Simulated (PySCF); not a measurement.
A structure optimised at PBE-D3(BJ)/def2-SVP, used in a PySCF frequency run:

```
O
Si 1 1.6878
H 2 1.5032 1 106.61
H 2 1.5077 3 109.51 1 -121.97
H 2 1.5115 3 108.74 4 -117.63
Te 1 2.0564 2 118.25 3 176.61
N 6 2.0236 1 103.74 2 -79.55
H 7 1.0263 6 114.80 1 66.19
H 7 1.0264 8 110.86 6 131.87
```
Charge 0, spin multiplicity 1.

Problem. Write its SMILES and formula.

Solution. N[Te]O[SiH3], H5NOSiTe

Problem. What are its rotational constants (standard atomic weights)?

Solution. 6.4120, 1.5654, 1.3605 GHz
